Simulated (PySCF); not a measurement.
H₂Sb, SMILES [SbH2-], charge -1. Atoms are numbered in the order given.

```xyz
3

Sb     0.0000     0.0000    -0.0460
H      0.0000     1.2255     1.1729
H      0.0000    -1.2255     1.1729
```
Charge -1, spin multiplicity 1.

Coordinates come from a r2SCAN-D4/def2-TZVPD optimisation. The def2 effective core potentials stand for the cores of Sb; spin–orbit coupling is left out.

Computed with PBE/def2-TZVPD run with PySCF.

Mulliken values depend strongly on the basis, most of all with diffuse functions as here. ESP charges are fitted to the potential on shells at 1.4 to 2.0 van der Waals radii. Atomic charges (e):

```csv
atom,Mulliken,ESP fit
Sb1,-0.93,-0.91
H2,-0.04,-0.04
H3,-0.04,-0.04
```
